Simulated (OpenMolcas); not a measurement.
Mn2+, Tc2+, Re2+: d⁵ down the group

* Program: OpenMolcas
* Method: SS-CASPT2, IPEA 0.25 Eh, imaginary shift 0.1 Eh
* Basis: ANO-RCC-VTZP
* Scalar Hamiltonian: DKH2, point nucleus
* Spin-orbit coupling: RASSI with atomic mean-field integrals over the reference wave functions, term energies averaged over their components

Active space for each ion: 5 electrons in 6 orbitals (d s); closed shells correlated by CASPT2: Mn2+ 3s 3p; Tc2+ 4s 4p; Re2+ 5s 5p.

Computed levels in cm-1 above ⁶S_5/2:

```csv
Level,Mn2+,Tc2+,Re2+
⁴G_7/2,27280,20720,18560
⁴G_11/2,27290,20780,19660
⁴G_9/2,27290,20820,20090
⁴D_7/2,32480,24350,22650
²I_11/2,40240,30780,29010
²I_13/2,40290,31170,31590
²F_7/2(1),43610,34720,32780
²H_11/2,47920,38220,40700
²S_1/2,55860,42080,39520
weight of ⁶S in the lowest level (%),100,99,89
```

Mixed levels, with the weight of the term that names them: Re2+ ⁴G_7/2 (66 %), Re2+ ⁴D_7/2 (58 %), Re2+ ²I_11/2 (75 %), Re2+ ²F_7/2(1) (57 %), Re2+ ²H_11/2 (61 %), Re2+ ²S_1/2 (62 %).

Measured, with the error of the calculation in %. Measured levels: Mn2+ from Corliss and Sugar, J. Phys. Chem. Ref. Data 6, 1253 (1977); Re2+ from the list in Brasseur, Gamrath and Quinet, At. Data Nucl. Data Tables 157, 101636 (2024).

```tsv
Level	Mn2+	Re2+
⁴G_7/2	26860 (+1.6)	16890 (+9.9)
⁴G_11/2		18020 (+9.1)
⁴G_9/2		18346 (+9.5)
⁴D_7/2	32307 (+0.5)	20453 (+10.7)
²I_11/2	39174 (+2.7)	26170 (+10.8)
²I_13/2	39176 (+2.8)	28588 (+10.5)
²F_7/2(1)	42606 (+2.4)	
²H_11/2	46671 (+2.7)
```

Without spin-orbit coupling ⁴G lies 27280, 20750, 19140 cm-1 above ⁶S in that order; the difference to the level ⁴G_7/2, of either sign, comes from spin-orbit coupling, which also lowers the zero.

Term energies are means over components that CASPT2 splits; among the terms shown or strongly mixed into the levels shown the widest spread is 330 cm-1 (4d⁵ ²I, Tc2+). Over all roots computed the reference weight is 0.87 to 0.95 in Mn2+; the roots of lowest weight are the least certain, and an intruder state may touch them. Terms from blocks run as CI alone lack orbitals of their own. Some high roots are left out of the spin-orbit mixing, which shifts the levels that they would mix with (holds for Tc2+; Re2+). Configurations are named by rounded mean occupations; where the s occupation lies near a half they are strongly mixed, a name can repeat and a true partner stay unpaired (holds for Tc2+; Re2+). Measured partners are found by configuration, term and J. A level has none where our copy of the source lacks it or the pairing is in doubt (some pairs that miss far off the trend of their configuration count as doubtful), and it then counts in no deviation. Only configurations of the active space appear.

A number in round brackets counts repeated terms of one configuration in the order of the reference energies.
